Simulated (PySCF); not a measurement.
Ligand exchange on a metal centre used in film growth or etching (Zr Cl-H). Isolated molecules, 0 K electronic values unless said otherwise.

These are B3LYP-D3(BJ)/def2-TZVP // r2SCAN-D4/def2-SVP (PySCF) values and carry that method's errors. All candidates: neutral, multiplicity 1. B3LYP has the VWN-RPA correlation part, as in Gaussian. 

```yaml
HOMO–LUMO gap: 6.48 eV
LUMO: -2.95 eV
dipole_moment: 0.00 D
```

### Question
Say which member has these values.
A. [Zr(Cl)2(H)2]
B. [Zr(Cl)(H)3]
C. [Zr(Cl)3(H)]
D. [Zr(Cl)4]

### Answer
D, [Zr(Cl)4]. The others give [Zr(Cl)3(H)]: 6.05 eV, -2.95 eV, 0.18 D; [Zr(Cl)2(H)2]: 5.61 eV, -3.05 eV, 0.31 D; [Zr(Cl)(H)3]: 5.64 eV, -2.84 eV, 0.72 D
